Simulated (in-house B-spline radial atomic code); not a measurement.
A fraction x of an electron is removed from 2p in K IV (K3+), starting from [Ne] 3s2 3p4 and keeping the highest spin. All numbers are computed (non-relativistic AM05, spin-polarised, spherical fractional occupations; point nucleus) with an all-electron radial atomic-structure program (B-spline basis), not measured.

```json
{"x": "0", "E(x) - E(0) (eV)": "0.0000", "2p down level (eV)": "-321.617"}
{"x": "0.06", "E(x) - E(0) (eV)": "19.3821", "2p down level (eV)": "-324.454"}
{"x": "0.2", "E(x) - E(0) (eV)": "65.2710", "2p down level (eV)": "-331.111"}
{"x": "0.29", "E(x) - E(0) (eV)": "?", "2p down level (eV)": "?"}
{"x": "0.48", "E(x) - E(0) (eV)": "159.8630", "2p down level (eV)": "-344.579"}
{"x": "0.5", "E(x) - E(0) (eV)": "?", "2p down level (eV)": "?"}
{"x": "0.58", "E(x) - E(0) (eV)": "194.5636", "2p down level (eV)": "-349.436"}
{"x": "0.73", "E(x) - E(0) (eV)": "247.5280", "2p down level (eV)": "-356.765"}
{"x": "0.83", "E(x) - E(0) (eV)": "283.4500", "2p down level (eV)": "-361.680"}
{"x": "0.88", "E(x) - E(0) (eV)": "301.5956", "2p down level (eV)": "-364.145"}
{"x": "1", "E(x) - E(0) (eV)": "345.6491", "2p down level (eV)": "-370.084"}
```

What belongs in the row x = 0.29?

An energy change of 95.2647 eV; 2p down at -335.419 eV.

What belongs in the row x = 0.5?

An energy change of 166.7643 eV; 2p down at -345.548 eV.

Check Janak's theorem between x = 0.06 and 0.2.

The slope of the energy is 327.78 eV; the orbital levels give 327.78 eV (-ε of the emptying orbital, averaged over the two points).
